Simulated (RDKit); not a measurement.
Input file for RDKit: UFF on CH4BBr (SMILES CBBr), a point of a torsion scan.

```python
from rdkit import Chem
from rdkit.Chem import AllChem, rdDetermineBonds

blocks = [
'''7

C    -0.72709414   -0.12973664   -0.00436388
B     0.68567060    0.34612658    0.48257727
Br    0.92815573    2.12164485    1.00174990
H    -1.04579833    0.43688538   -0.88210433
H    -1.49110420    0.06450510    0.75120604
H    -0.77449877   -1.18530311   -0.25989909
H     1.61779999   -0.36333912    0.53681892
''',
]
mol = None
for b in blocks:
    f = Chem.MolFromXYZBlock(b)
    rdDetermineBonds.DetermineBonds(f, charge=0)
    mol = f if mol is None else Chem.CombineMols(mol, f)
Chem.SanitizeMol(mol)
print(Chem.MolToSmiles(Chem.RemoveHs(mol)))
ff = AllChem.UFFGetMoleculeForceField(mol, vdwThresh=100.0, ignoreInterfragInteractions=False)
e = ff.CalcEnergy()
print(f'UFF energy {e:.6f} kcal/mol')
```

Output:

```
CBBr
UFF energy 4.332470 kcal/mol
```

The run finished.

Cost: about 0.010 core-seconds (a rough figure).
